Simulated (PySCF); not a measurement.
These are PBE-D3(BJ)/def2-TZVP // PBE-D3(BJ)/def2-SVP in PySCF values and carry that method's errors. Isolated molecules, 0 K electronic values unless said otherwise. One relaxed conformer stands for a flexible species; it need not be the lowest. Excitations are Tamm–Dancoff values on a coarser integration grid. The basis has no diffuse functions, so Rydberg states are missing or too high.

Reference species (SMILES): `CO[Si](OC)(OC)OC` (neutral, multiplicity 1).

The HOMO is -6.50 eV and the S1–T1 gap (TDA) is 0.17 eV. The S1 excitation (TDA) comes out as 6.64 eV.

Changed species: `CO[Si](C)(C)OC` (C–O–Si–O torsion -56°, O–Si–O–C torsion 174°) (2 of 4 CH3 replaced by OCH3; the reference has 4 of 4 CH3 replaced by OCH3).

Problem. Give the shifts of the HOMO, S1–T1 gap (TDA) and S1 excitation (TDA).

Solution. the HOMO rises by 0.30 eV, to -6.20 eV; the S1–T1 gap (TDA) falls by 0.05 eV, to 0.12 eV; the S1 excitation (TDA) falls by 0.33 eV, to 6.31 eV.
